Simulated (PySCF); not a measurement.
C2Hf, SMILES [C]1[C][Hf]1 (connectivity only; charge and spin as stated), neutral, multiplicity 3.

Geometry: PBE0-D3(BJ)/def2-TZVP. The spin state was assumed, not searched. The def2 effective core potentials stand for the cores of Hf; spin–orbit coupling is left out.

The numbers are results of PBE0/def2-TZVPD run with PySCF, not measurements.

The total energy is -123.92585 hartree, the point group comes out as C2v and the α spin, highest occupied and lowest empty level comes out as -5.25 and -2.70 eV. The β spin, highest occupied and lowest empty level is -7.14 and -2.76 eV and the dipole moment is 5.64 D. The quadrupole, principal values (traceless, Buckingham form, about the centre of nuclear charge) is -2.41, -0.12, 2.53 D·Å and the mean static polarisability comes out as 105.1 bohr³ (15.57 Å³). The polarisability, principal values is 98.5, 106.2, 110.5 bohr³ and the ⟨S²⟩ is 2.006 (pure state 2.00).
